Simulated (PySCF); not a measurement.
C₄H₇NOS (charge +1 and doublet state).
Atom-mapped SMILES: `[CH3:1]/[N:2]=[CH:3]/[C:4](=[O+:5])[CH2:6][SH:7]` (hydrogens: H8, H9, H10 on C1; H11 on C3; H12, H13 on C6; H14 on S7)

Structure used (GFN2-xTB), in Å, numbered top down from 1:
```
atom  x, y, z in Å
C1    -2.5415   -0.3861   -0.2865
N2    -1.1603   -0.2083   -0.2639
C3    -0.2788   -0.4555    0.5763
C4     1.1639   -0.1049    0.3271
O5     2.0138   -0.2276    1.1485
C6     1.3979    0.4739   -1.0750
S7     3.1177    0.4006   -1.5941
H8    -2.7977   -0.9519   -1.1860
H9    -3.0079    0.5974   -0.3935
H10   -2.9423   -0.8887    0.6014
H11   -0.4348   -0.9165    1.5573
H12    0.8039   -0.0708   -1.8091
H13    1.0584    1.5127   -1.0413
H14    3.6070    1.2253   -0.6532
```

The hyperfine couplings belong to this conformer and change with its torsions.

Computed, not measured: UKS B3LYP, pcH-1 on C H N O S, non-relativistic, mean-field spin-orbit, GIAO in PySCF 2.14.0. The structure is a single GFN2-xTB conformer in the gas phase; no vibrational or solvent corrections. GFN2-xTB frequencies show an imaginary mode (28i cm⁻¹), so this geometry is no minimum at that level. The geometry wasn't refined by DFT: couplings that depend on bond lengths, twists or pyramidal angles can differ widely from those at the functional's own minimum, by a factor of two or more for some ions and for spin on atoms past the first row. Stability of the SCF solution: not tested.

Problem. Give the principal g shifts and their parts.

Solution. 
```
                    Δg (ppt)      1      2      3
relativistic mass correction  -0.24  -0.24  -0.24
            gauge correction   0.01   0.04   0.05
   orbital Zeeman/spin–orbit  -0.04  10.70  19.21
                       total  -0.27  10.51  19.03
```

So g = 2.00205, 2.01283, 2.02135 and g_iso = 2.01208; the tensor is rhombic: the two nearest values differ by 44 % of g3 − g1. Axes: g3 points within 10° of the S7–H14 bond.

Problem. What are the electron Larmor frequencies g μB B/h along the three axes at 350 mT?

Solution. 9.8074, 9.8602, 9.9020 GHz for g1, g2 and g3, a range of 94.5 MHz.

Problem. What effective moment and Curie constant follow for a powder?

Solution. With the mean of g² = 4.0485 and S(S+1) = 0.75: μ_eff = √(⟨g²⟩S(S+1)) = 1.743 μB and χT = 0.12505·⟨g²⟩·S(S+1) = 0.380 cm³ K/mol (cgs; spin-Hamiltonian part alone).

Problem. In a frozen sample, at which fields do the three g values resonate at 9.5, 34, 94 and 263 GHz (hyperfine left aside), and which band first spreads them over more than twice a line width of 0.3 mT?

Solution. 
```json
{"band": "X", "GHz": "9.5", "B(g3) mT": "335.79", "B(g2) mT": "337.21", "B(g1) mT": "339.03", "spread mT": "3.24"}
{"band": "Q", "GHz": "34.0", "B(g3) mT": "1201.78", "B(g2) mT": "1206.87", "B(g1) mT": "1213.37", "spread mT": "11.58"}
{"band": "W", "GHz": "94.0", "B(g3) mT": "3322.58", "B(g2) mT": "3336.64", "B(g1) mT": "3354.60", "spread mT": "32.02"}
{"band": "J", "GHz": "263.0", "B(g3) mT": "9296.15", "B(g2) mT": "9335.48", "B(g1) mT": "9385.74", "spread mT": "89.59"}
```

The spread grows in proportion to the frequency. X band is the first where it exceeds 0.6 mT.

Largest spin populations (Mulliken): S7 (+0.48), N2 (+0.27), O5 (+0.10) and H11 (+0.06).

The HOMO–LUMO gaps are 4.94 eV among the α and 1.30 eV among the β orbitals.

On Arm Neoverse V1, one thread (shared host), this took 70 s wall (grids of density and orbitals included) and 1.0 GiB of memory at its peak.

The SMILES draws the unpaired electron on O5; the largest computed Mulliken spin population is on S7 (0.48 against 0.10).
